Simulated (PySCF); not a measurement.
Correlation energy of Sn (tin, neutral)

[Kr] 4d10 5s1 5p2 6s1, high-spin 5P determinant (an excited configuration). All numbers are calculated (PySCF 2.14, scalar relativity through the core potential, in aug-cc-pVTZ-PP with ECP28MDF). Frozen: 4s2 4p6 4d10; 4 electrons correlated.

MP2 pair energies summed by pair of shells (mhartree):

| pair | energy | share (%) |
| --- | --- | --- |
| 5p-6s | -4.75 | 36.7 |
| 5p-5p | -4.20 | 32.5 |
| 5s-5p | -3.08 | 23.8 |
| 5s-6s | -0.90 | 7.0 |

Total MP2 correlation energy: -12.93 mhartree.

Same-spin part -12.93 and opposite-spin part 0.00 mhartree; SCS-MP2 scales them by 1/3 and 6/5 to -4.31 mhartree.
